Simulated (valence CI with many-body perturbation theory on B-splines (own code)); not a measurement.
# Nd38+: E2, M1 decay

Computed by relativistic CI+MBPT: four valence electrons over a frozen Dirac-Fock core [Ar], radial functions for each j: 9 s, 9 p, 10 d, 8 f, 5 g, 3 h, 1 i, with the one-electron correlation potential Σ1 (screened to all orders), the two-electron term Σ2, the three-electron term Σ3, Breit, model QED; selected single and double excitations, second order for the rest (own B-spline code, finite nucleus).

The last digits are not significant, and no measured levels were compared; by estimate large intervals hold to a few tenths of a per cent, small ones and those within an open d or f shell to about a per cent. Only levels of the ground parity were solved; by the run's estimate the other parity begins above the list, which can be wrong where configurations are misplaced.

Lines 1 to 50 of 120 in falling wavelength, among levels below 145.91 eV, chosen from the decays that carry over 1 % of a level's rate. Wavelengths and rates use the calculated energies. Electric multipoles are in the length gauge, E1 and E2 with the static RPA response of the core. S is in atomic units (e²a₀⁴ for E2 and M2, e²a₀⁶ for E3), for M1 in squared Bohr magnetons. Weak lines are less certain than strong ones. Lines between different terms over intervals too small for the method are left out, as are lines whose strength nearly cancels. The highest levels of a list are the least certain.

Levels are named by their leading jj configuration (3d3/2^4 stands for four electrons in 3d with j = 3/2), which in mixed levels can hold well under half, so a name can repeat and another be missing. Letters in brackets count levels of one name in rising energy.

```
λ vac (Å)                      Upper                      Lower  Type   A (s⁻¹)  S (a.u.)
    23710        (3d3/2^3 3d5/2) J=4        (3d3/2^3 3d5/2) J=2    E2  5.41e-09  3.25e-04
     5426      (3d3/2^2 3d5/2^2) J=6      (3d3/2^2 3d5/2^2) J=5    M1  5.26e+01  4.05e+00
     4501        (3d3/2^3 3d5/2) J=3        (3d3/2^3 3d5/2) J=4    M1  1.31e+02  3.10e+00
     3782        (3d3/2^3 3d5/2) J=3        (3d3/2^3 3d5/2) J=2    M1  3.92e+02  5.50e+00
     2594  (3d3/2^2 3d5/2^2) J=2 [b]      (3d3/2^2 3d5/2^2) J=1    M1  5.62e+02  1.82e+00
     2421      (3d3/2^2 3d5/2^2) J=5  (3d3/2^2 3d5/2^2) J=4 [a]    M1  6.77e+02  3.92e+00
     1386        (3d3/2^3 3d5/2) J=2        (3d3/2^3 3d5/2) J=1    M1  1.03e+04  5.07e+00
     1369  (3d3/2^2 3d5/2^2) J=4 [b]  (3d3/2^2 3d5/2^2) J=3 [a]    M1  3.38e+03  2.90e+00
     1326      (3d3/2^2 3d5/2^2) J=1  (3d3/2^2 3d5/2^2) J=0 [a]    M1  6.07e+03  1.57e+00
     1132  (3d3/2^2 3d5/2^2) J=4 [b]  (3d3/2^2 3d5/2^2) J=4 [a]    M1  6.50e+02  3.15e-01
     1109  (3d3/2^2 3d5/2^2) J=4 [c]  (3d3/2^2 3d5/2^2) J=3 [b]    M1  2.38e+03  1.08e+00
     1084  (3d3/2^2 3d5/2^2) J=2 [b]  (3d3/2^2 3d5/2^2) J=2 [a]    M1  4.88e+03  1.15e+00
     1062  (3d3/2^2 3d5/2^2) J=2 [d]  (3d3/2^2 3d5/2^2) J=2 [c]    M1  4.63e+03  1.03e+00
     1041    (3d3/2 3d5/2^3) J=3 [c]    (3d3/2 3d5/2^3) J=2 [a]    M1  7.42e+03  2.18e+00
     1025    (3d3/2 3d5/2^3) J=3 [b]    (3d3/2 3d5/2^3) J=3 [a]    M1  4.55e+03  1.27e+00
    828.7    (3d3/2 3d5/2^3) J=1 [b]        (3d3/2 3d5/2^3) J=0    M1  8.51e+03  5.38e-01
    788.1    (3d3/2 3d5/2^3) J=2 [b]    (3d3/2 3d5/2^3) J=2 [a]    M1  1.14e+04  1.04e+00
    745.5  (3d3/2^2 3d5/2^2) J=4 [a]        (3d3/2^3 3d5/2) J=3    M1  1.44e+04  1.99e+00
    700.9  (3d3/2^2 3d5/2^2) J=4 [c]      (3d3/2^2 3d5/2^2) J=5    M1  6.91e+03  7.94e-01
    693.8    (3d3/2 3d5/2^3) J=3 [a]  (3d3/2^2 3d5/2^2) J=4 [b]    M1  1.17e+04  1.01e+00
    669.3  (3d3/2^2 3d5/2^2) J=3 [a]        (3d3/2^3 3d5/2) J=3    M1  7.29e+04  5.67e+00
    667.1    (3d3/2 3d5/2^3) J=2 [a]  (3d3/2^2 3d5/2^2) J=2 [c]    M1  2.24e+04  1.23e+00
    659.0    (3d3/2 3d5/2^3) J=3 [c]  (3d3/2^2 3d5/2^2) J=2 [d]    M1  4.89e+03  3.63e-01
    651.7  (3d3/2^2 3d5/2^2) J=0 [b]    (3d3/2 3d5/2^3) J=1 [a]    M1  1.66e+04  1.70e-01
    641.0    (3d3/2 3d5/2^3) J=1 [b]  (3d3/2^2 3d5/2^2) J=2 [d]    M1  5.45e+04  1.60e+00
    639.6  (3d3/2^2 3d5/2^2) J=4 [a]        (3d3/2^3 3d5/2) J=4    M1  1.05e+05  9.14e+00
    638.5    (3d3/2 3d5/2^3) J=1 [b]    (3d3/2 3d5/2^3) J=1 [a]    M1  7.29e+03  2.11e-01
    627.8        (3d3/2^3 3d5/2) J=1              (3d3/2^4) J=0    M1  1.13e+05  3.11e+00
    624.1    (3d3/2 3d5/2^3) J=3 [b]  (3d3/2^2 3d5/2^2) J=2 [c]    M1  3.89e+03  2.46e-01
    608.2  (3d3/2^2 3d5/2^2) J=2 [c]  (3d3/2^2 3d5/2^2) J=2 [a]    M1  1.13e+04  4.72e-01
    603.2    (3d3/2 3d5/2^3) J=1 [a]  (3d3/2^2 3d5/2^2) J=2 [b]    M1  2.34e+04  5.70e-01
    602.5  (3d3/2^2 3d5/2^2) J=2 [a]        (3d3/2^3 3d5/2) J=2    M1  5.02e+04  2.03e+00
    601.0  (3d3/2^2 3d5/2^2) J=2 [d]  (3d3/2^2 3d5/2^2) J=2 [b]    M1  1.06e+04  4.28e-01
    592.8  (3d3/2^2 3d5/2^2) J=4 [c]  (3d3/2^2 3d5/2^2) J=3 [a]    M1  1.11e+04  7.75e-01
    587.5  (3d3/2^2 3d5/2^2) J=2 [d]  (3d3/2^2 3d5/2^2) J=3 [b]    M1  6.85e+03  2.58e-01
    583.5    (3d3/2 3d5/2^3) J=3 [c]    (3d3/2 3d5/2^3) J=4 [a]    M1  3.02e+04  1.56e+00
    571.4        (3d3/2 3d5/2^3) J=5  (3d3/2^2 3d5/2^2) J=4 [b]    M1  6.00e+04  4.57e+00
    568.7  (3d3/2^2 3d5/2^2) J=3 [a]        (3d3/2^3 3d5/2) J=2    M1  5.71e+04  2.72e+00
    547.6    (3d3/2 3d5/2^3) J=2 [b]  (3d3/2^2 3d5/2^2) J=2 [d]    M1  7.46e+03  2.27e-01
    545.8    (3d3/2 3d5/2^3) J=2 [b]    (3d3/2 3d5/2^3) J=1 [a]    M1  1.36e+04  4.11e-01
    543.6  (3d3/2^2 3d5/2^2) J=4 [c]  (3d3/2^2 3d5/2^2) J=4 [a]    M1  9.94e+04  5.33e+00
    519.2    (3d3/2 3d5/2^3) J=4 [b]    (3d3/2 3d5/2^3) J=3 [a]    M1  4.66e+03  2.18e-01
    505.9      (3d3/2^2 3d5/2^2) J=5        (3d3/2^3 3d5/2) J=4    M1  6.67e+04  3.52e+00
    492.4    (3d3/2 3d5/2^3) J=4 [a]      (3d3/2^2 3d5/2^2) J=5    M1  1.13e+04  4.48e-01
    491.2        (3d3/2 3d5/2^3) J=5      (3d3/2^2 3d5/2^2) J=6    M1  3.74e+04  1.81e+00
    489.4    (3d3/2 3d5/2^3) J=1 [a]      (3d3/2^2 3d5/2^2) J=1    M1  9.10e+04  1.19e+00
    473.3        (3d3/2 3d5/2^3) J=6      (3d3/2^2 3d5/2^2) J=6    M1  7.36e+04  3.76e+00
    466.9    (3d3/2 3d5/2^3) J=2 [b]    (3d3/2 3d5/2^3) J=3 [a]    M1  3.10e+04  5.85e-01
    462.8      (3d3/2^2 3d5/2^2) J=6        (3d3/2^3 3d5/2) J=4    E2  1.65e+00  4.07e-04
    462.2  (3d3/2^2 3d5/2^2) J=0 [a]        (3d3/2^3 3d5/2) J=1    M1  4.07e+05  1.49e+00
```
